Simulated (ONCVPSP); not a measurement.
## What one change does to a pseudopotential (Cu, ONCV)

copper (Cu), optimised norm-conserving Vanderbilt (ONCV), made with ONCVPSP 4.0.1 (PBE, scalar-relativistic). Core [Ne], reference 3s2 3p6 3d10 4p1. Waves: 3s: rc 0.80 bohr, ncon 3, nbas 8, qcut 6.3 1/bohr, 1 projector; 3p+4p: rc 1.40 bohr, ncon 5, nbas 10, qcut 11.2 1/bohr, 2 projectors; 3d: rc 1.10 bohr, ncon 4, nbas 9, qcut 15.6 1/bohr, 3 projectors, debl 0.4 Ha. Local part: polynomial inside 0.50 bohr (lpopt 3, dvloc0 4 Ha). Core correction: Teter function, fcfact 4.75, rcfact 1.25.

All-electron outer shells of the reference configuration (PBE, scalar-relativistic, ld1.x):

```
shell  level (eV)  outermost node (bohr)  outermost maximum (bohr)
   2p     -918.96                      –                      0.16
   3s     -116.83                   0.29                      0.61
   3p      -74.29                   0.26                      0.62
   3d       -7.15                      –                      0.60
   4p       -1.71                   0.97                      3.35
```

Change: all radii but the core radius scaled by about 0.85 (s 0.68, p 1.20, d 0.94 bohr); local potential polynomial inside 0.42 bohr (lpopt 3, dvloc0 4 Ha).

Cutoffs: the cutoffs (Ha) at which the residual kinetic energy of the hardest occupied pseudo-wave falls to 1 and 0.1 mHa per electron; they do not see the model core or the augmentation charge, which bear on the density cutoff. Errors are all-electron minus pseudo energies relative to the spin-unpolarised reference configuration.

Q: What does the change do?

A: A bound ghost appears in d, which as a rule spoils a file; the lowest positive-energy flag moves from s at 82.1 eV to s at 7.0 eV; the number of tests with a reliable result goes from 4 to 2.

```tsv
quantity	base	changed
bound ghosts	none	d
GHOST(+) flags under 300 eV	s at 82.1 eV	s at 7.0 eV
tests with a reliable result	4 of 4	2 of 4
error for 3s2 3p6 3d10 4p0, meV [ΔE 4.01 eV]	+0.4	+0.3
error for 3s2 3p6 3d9 4p0, meV [ΔE 25.34 eV]	-0.8	-1.2
rms error of d²Exc/dni dnj with the model core, mHa	1.52	1.35
```

 A true bound ghost makes a file unfit for plane-wave use even where its test errors are small: the radial tests pick states by their node count and pass the ghost by.
